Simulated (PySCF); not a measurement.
C6H11NOSi.
SMILES with atom numbers: `[CH3:1][N:2]([CH:3]=[O:4])[C@@H:5]1[CH:6]=[CH:7][CH2:8][SiH2:9]1`

Geometry (GFN2-xTB, Å), atoms numbered from 1 in this order:
```xyz
20
C6H11NOSi angstrom
C     -1.662   -0.557    0.949
N     -1.395   -0.122   -0.395
C     -2.364    0.181   -1.268
O     -2.193    0.577   -2.399
C     -0.003    0.044   -0.784
C      0.827   -1.153   -0.421
C      1.923   -0.972    0.295
C      2.292    0.414    0.734
Si     0.917    1.533    0.024
H     -2.735   -0.536    1.135
H     -1.296   -1.575    1.105
H     -1.162    0.100    1.665
H     -3.374    0.027   -0.843
H     -0.033    0.149   -1.875
H      0.503   -2.124   -0.768
H      2.574   -1.789    0.574
H      2.375    0.449    1.822
H      3.281    0.670    0.352
H      0.121    2.199    1.060
H      1.400    2.494   -0.964
```

Definitions: NICS(0) = −σiso at the ring centroid; NICS(1) = −σiso and NICS(1)zz = −σzz at ±1 Å along the ring normal z. Level: GIAO PBE0/pcSseg-1 (PySCF, non-relativistic, gas phase) on the GFN2-xTB geometry, one conformer.

Ring bond lengths (Å), with Mayer bond orders in brackets: C5–C6 1.502 (1.03), C6–C7 1.322 (1.88), C7–C8 1.500 (1.04), C8–Si9 1.910 (0.90), Si9–C5 1.927 (0.86).

What do the NICS probes read (ppm)?

```json
{"ring": "C5–C6–C7–C8–Si9", "type": "5-membered ring with Si; formal bonds 1 double, 4 single", "NICS(0)": "-2.0", "NICS(1), two faces": "-3.4 / -2.4", "NICS(1)zz, two faces": "-3.4 / -1.6", "rms pucker (Å)": "0.00", "centre to ring atoms, mean (Å)": "1.38"}
```

What do they say, and how far can they be read as aromaticity?

- C5–C6–C7–C8–Si9: mean NICS(1)zz -2.5 ppm, near zero. C5, C8, Si9 have four or more neighbours; no verdict on aromaticity is drawn.

What is the mean of the two in-plane components of NICS at the first NICS(1) probe listed for ring C5–C6–C7–C8–Si9, 1 Å off the ring?

The isotropic value is a third of the trace: (3 × -3.4 − (-3.4))/2 = -3.4 ppm.

List the ring angles and the Hirshfeld charges of the ring atoms.

- C5–C6–C7–C8–Si9: C5 104.5° (-0.066 e), C6 118.7° (-0.057 e), C7 119.3° (-0.042 e), C8 104.8° (-0.163 e), Si9 92.7° (+0.349 e); sum 540.0° against 540° for a flat convex ring.

On an Intel Xeon Platinum 8375C at 2.90 GHz with one thread, shared host, this took 66 s of wall time (with the writing of density and orbital grids) and 1.0 GiB of memory at its peak. This is the whole shielding run at PBE0/pcSseg-1, SCF included.
